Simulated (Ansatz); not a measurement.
Stepwise reaction of `CO[SiH](O)[SiH](O)O` with hydrogen chloride, as a gas-phase model of exchange steps in deposition or etching. ΔE in kJ/mol.

Calculated with Ansatz (gas phase, PBE0-D4/def2-TZVP geometries, no zero-point term in ΔE). CBS: MP2 limit from def2 TZ/QZ plus the TZ coupled-cluster correction, frozen cores. This one scheme is used for every species. Functionals use def2-TZVPP. B3LYP here is the variant with VWN-RPA as its local correlation; programs differ in this. One conformer a species, not always the lowest.

| step | reaction | PBE-D4 | B3LYP-D4 | ωB97M-V | CCSD(T)/CBS |
| --- | --- | --- | --- | --- | --- |
| 1 | `CO[SiH](O)[SiH](O)O` + HCl → `CO[Si@@H](O)[Si@@H](O)Cl` + H₂O | -14.0 | -7.4 | -8.2 | -9.6 |
| 2 | `CO[Si@@H](O)[Si@@H](O)Cl` + HCl → `CO[Si@H](Cl)[Si@H](O)Cl` + H₂O | -16.8 | -8.5 | -10.1 | -11.7 |

(1) By hand: ΔE of the 2 steps together at CCSD(T)/CBS.

Results:

(1) (-9.6) + (-11.7) = -21.3 kJ/mol, or -10.6 kJ/mol a step.

In ΔE the steps differ by no more than 2.1 kJ/mol. All are downhill at CCSD(T)/CBS. PBE-D4 differs from CCSD(T)/CBS by -5.1 to -4.4 kJ/mol a step. Isolated molecules leave out the surface, adducts and barriers. Largest T1 diagnostic: 0.012.
